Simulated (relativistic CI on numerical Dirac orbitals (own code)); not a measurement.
## Tc⁴⁺ (4d3) in a crystal field

Calculated by Dirac-Coulomb-Breit CI, separate exchange-only KLI orbitals for each configuration, model QED (radiative potential, 1s self-energy scaled to tabulated hydrogen-like ionisation energies), valence Slater integrals scaled by 0.8, one configuration in a parametric crystal field (own radial code).

Field parameters in Wybourne normalisation: Oh B⁴₀ = 21Dq, B⁴₄ = √(5/14) B⁴₀. The field is a parameter set, without covalency.

S and J are read from ⟨S²⟩ = S(S + 1) and ⟨J²⟩ = J(J + 1) of each level; they are not fictitious spins.

Oh, 10Dq = 7250 cm⁻¹, the lowest 16 levels:

```tsv
E (cm⁻¹)	Degeneracy	Irrep	S	J
0.0	4	Γ8	1.49	3.11
7047	2	Γ7	1.50	3.05
7051	4	Γ8	1.47	3.07
7486	4	Γ8	1.49	3.51
7737	2	Γ6	1.49	3.62
11556	2	Γ7	1.48	2.99
11800	4	Γ8	1.43	3.46
12244	4	Γ8	1.33	3.83
12959	2	Γ6	1.43	3.90
13959	4	Γ8	0.62	3.85
14872	2	Γ6	0.58	3.65
15004	4	Γ8	0.82	4.21
19008	4	Γ8	0.60	3.63
19185	2	Γ7	0.54	3.45
19475	2	Γ6	0.93	3.63
20017	4	Γ8	1.28	2.57
```

Oh, 10Dq = 13050 cm⁻¹, the lowest 10 levels:

```csv
E (cm⁻¹),Degeneracy,Irrep,S,J
0.0,4,Γ8,1.50,3.28
12242,4,Γ8,1.24,3.50
12744,2,Γ7,1.50,3.10
13052,4,Γ8,1.47,3.53
13197,2,Γ6,1.38,3.66
14213,4,Γ8,0.60,3.86
15043,4,Γ8,0.92,3.82
15239,2,Γ6,0.72,3.60
18887,2,Γ7,1.34,3.02
19306,4,Γ8,1.35,3.26
```

Oh, 10Dq = 18850 cm⁻¹, the lowest 10 levels:

```tsv
E (cm⁻¹)	Degeneracy	Irrep	S	J
0.0	4	Γ8	1.50	3.35
13916	4	Γ8	0.59	3.90
14575	4	Γ8	0.53	4.07
14964	2	Γ6	0.55	3.65
18473	2	Γ7	1.49	3.12
18682	4	Γ8	1.46	3.39
19378	2	Γ6	1.48	3.63
19385	4	Γ8	1.45	3.44
21844	4	Γ8	0.60	3.60
21967	2	Γ7	0.62	3.81
```

Oh, 10Dq = 24650 cm⁻¹, the lowest 10 levels:

| E (cm⁻¹) | Degeneracy | Irrep | S | J |
| --- | --- | --- | --- | --- |
| 0.0 | 4 | Γ8 | 1.50 | 3.39 |
| 14223 | 4 | Γ8 | 0.52 | 3.91 |
| 14756 | 4 | Γ8 | 0.51 | 4.09 |
| 15110 | 2 | Γ6 | 0.51 | 3.65 |
| 22303 | 4 | Γ8 | 0.62 | 3.54 |
| 22647 | 2 | Γ7 | 0.61 | 3.80 |
| 24424 | 2 | Γ7 | 1.45 | 3.21 |
| 24760 | 4 | Γ8 | 1.44 | 3.38 |
| 25034 | 4 | Γ8 | 1.49 | 3.48 |
| 25082 | 2 | Γ6 | 1.49 | 3.64 |

Oh, 10Dq = 30450 cm⁻¹, the lowest 16 levels:

```tsv
E (cm⁻¹)	Degeneracy	Irrep	S	J
0.0	4	Γ8	1.50	3.41
14388	4	Γ8	0.51	3.90
14863	4	Γ8	0.51	4.08
15177	2	Γ6	0.50	3.65
22974	4	Γ8	0.52	3.52
23252	2	Γ7	0.52	3.84
30121	2	Γ7	1.50	3.15
30406	4	Γ8	1.49	3.36
30780	4	Γ8	1.49	3.50
30846	2	Γ6	1.50	3.65
38237	2	Γ6	1.47	2.49
38528	4	Γ8	1.49	2.62
38644	2	Γ7	1.49	2.71
38680	4	Γ8	1.50	2.85
42445	2	Γ6	0.56	4.11
44541	2	Γ6	0.51	4.32
```

The free-ion ground term has S = 3/2. Every field shown keeps that spin.

Levels of this model without a field, named by their leading LS term (the scale mimics covalency, so terms lie below those of the real free ion): ⁴F3/2 0, ⁴F5/2 1034, ⁴F7/2 2312, ⁴F9/2 3730, ⁴P3/2 12033, ⁴P1/2 12050, ²G7/2 13346, ⁴P5/2 13698 cm⁻¹.
